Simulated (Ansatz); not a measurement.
Reaction (ligand exchange at the Si–C bond): `C=C[Si](F)(F)F` + `O[Si](Cl)(Cl)Cl` → `F[Si](F)(F)O[Si](Cl)(Cl)Cl` + `C=C`

Program: Ansatz. Geometries: PBE0-D4/def2-TZVP. ΔE: electronic, gas phase. CCSD(T)/CBS is the MP2 limit (def2-TZVPP, def2-QZVPP) plus CCSD(T) − MP2 in def2-TZVPP, frozen cores. This one scheme is used for every species. Functionals use def2-TZVPP. B3LYP here is the variant with VWN-RPA as its local correlation; programs differ in this. Each species was taken in one conformer, which may not be the lowest.

`C=C[Si](F)(F)F`:

```xyz
9

C     0.588    0.367   -1.378
C     0.351   -0.516   -0.411
Si   -0.541   -0.062    1.114
F    -0.958    1.460    1.081
F     0.334   -0.291    2.406
F    -1.854   -0.914    1.310
H     1.119    0.096   -2.285
H     0.259    1.399   -1.303
H     0.701   -1.539   -0.534
```

`O[Si](Cl)(Cl)Cl`:

```xyz
6

O    -1.263    0.401    0.258
Si    0.206   -0.089   -0.204
Cl    1.621    1.299    0.238
Cl    0.729   -1.823    0.717
Cl    0.119   -0.370   -2.199
H    -1.412    0.582    1.189
```

`F[Si](F)(F)O[Si](Cl)(Cl)Cl`:

Z-matrix (Å, degrees):
```
Si
F 1 1.566
F 1 1.564 2 108.8
F 1 1.566 2 108.6 3 -118.3
O 1 1.598 2 110.7 3 120.1
Si 5 1.613 1 154.9 2 47.9
Cl 6 2.019 5 109.3 1 -71.6
Cl 6 2.020 5 109.4 1 48.6
Cl 6 2.016 5 108.2 1 168.6
```

`C=C`:

```xyz
6

C    -0.105    0.622   -0.198
C     0.105   -0.622    0.198
H     0.515    1.442    0.147
H    -0.907    0.874   -0.885
H    -0.515   -1.442   -0.147
H     0.907   -0.874    0.885
```

(1) Is it downhill or uphill in electronic energy at CCSD(T)/CBS, and by how much? (An estimate is asked.)

(2) What do these levels give: PBE-D4, PBE0-D4, B3LYP-D4, PBE-QIDH, r2SCANh, LC-ωPBE, RPA@PBE/def2-TZVPP, HF/def2-SVP, CCSD/def2-SVP, HF/def2-TZVPP, CCSD/def2-TZVPP, CCSD(T)/def2-TZVPP? (An estimate is asked.)

Largest T1 diagnostic among the species: 0.012.

Results:

(1) Ansatz gave: Downhill: ΔE = -112.7 kJ/mol.

(2) Ansatz gave: PBE-D4 -95.0, PBE0-D4 -103.9, B3LYP-D4 -114.2, PBE-QIDH -108.8, r2SCANh -109.1, LC-ωPBE -102.5, RPA@PBE/def2-TZVPP -111.7, HF/def2-SVP -115.8, CCSD/def2-SVP -108.0, HF/def2-TZVPP -131.3, CCSD/def2-TZVPP -116.5, CCSD(T)/def2-TZVPP -113.2 kJ/mol.

Leaving LDA and LC-ωPBE aside and taking each functional with its dispersion term where it has one, the values, not all of them listed here, spread over 29.7 kJ/mol, from BHLYP-D4 to PBE-D4. In def2-TZVPP, CCSD(T) changes the Hartree–Fock value by +18.1 kJ/mol (the triples alone add +3.3 kJ/mol) and MP2 by +18.8 kJ/mol.
